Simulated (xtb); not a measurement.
C₃H₆BFN₂, SMILES C1=NCN(B1F)C. All values are semi-empirical tight-binding results from xtb (GFN2-xTB unless named), good for trends rather than for accurate numbers. Geometry: GFN2-xTB. The structure was generated by enumeration, and PubChem lists no compound with its InChIKey, so it may never have been made. One conformer was computed; it need not be the lowest.

Optimised geometry:

Bonds (Å): C1–N2 1.438, C1–H8 1.094, C1–H9 1.094, C1–H10 1.088, N2–C3 1.450, N2–B6 1.392, C3–N4 1.427, C3–H11 1.097, C3–H12 1.097, N4–C5 1.279, C5–B6 1.564, C5–H13 1.080, B6–F7 1.332. Angles (°): N2–C1–H8 110.7, N2–C1–H9 110.6, N2–C1–H10 108.8, H8–C1–H9 108.5, H8–C1–H10 109.1, H9–C1–H10 109.1, C1–N2–C3 118.8, C1–N2–B6 132.4, C3–N2–B6 108.8, N2–C3–N4 107.8, N2–C3–H11 111.6, N2–C3–H12 111.6, N4–C3–H11 109.0, N4–C3–H12 109.0, H11–C3–H12 107.8, C3–N4–C5 110.1, N4–C5–B6 110.1, N4–C5–H13 117.5, B6–C5–H13 132.4, N2–B6–C5 103.2, N2–B6–F7 124.3, C5–B6–F7 132.5.

**Question.** Estimate the properties. (Estimate from the structure and the level; the computed values follow.)

**Answer.** 
The point group as xtb finds it is Cs. The orbital gap is 3.05 eV. The dipole moment is 2.71 D and the zero-point energy is 61.4 kcal/mol. The G − E(el) at 298.15 K (modified RRHO) is 42.2 kcal/mol. The static polarisability (D4 model) is 62.1 bohr³ and the solvation energy, GFN2-xTB/ALPB(water) is -4.6 kcal/mol. The solvation energy, GFN2-xTB/ALPB(octanol) is -5.1 kcal/mol.

Computed IR lines (harmonic; lines under 4 % of the strongest left out, lines within 3 cm⁻¹ merged):
ν (cm⁻¹): 373 (m), 380 (w), 553 (w), 829 (m), 984 (w), 1021 (w), 1174 (w), 1215 (m), 1257 (m), 1310 (vs), 1406 (w), 1469 (s), 1504 (vs), 1629 (w), 2890 (w), 2924 (m), 2943 (m), 2963 (m), 3038 (w), 3084 (m) (against the strongest line: vs over 80 %, s over 45 %, m over 15 %, w over 4 %, vw less)

Computed atomic charges and the Wiberg bond orders between heavy atoms:
charges (e) C1 -0.04, N2 -0.17, C3 0.07, N4 -0.24, C5 -0.02, B6 0.37, F7 -0.30, H8 0.05, H9 0.05, H10 0.07, H11 0.06, H12 0.06, H13 0.05. Bond orders C1–N2 1.02, N2–C3 0.99, C3–N4 1.05, N4–C5 1.85, N2–B6 1.32, C5–B6 0.99, B6–F7 1.01.
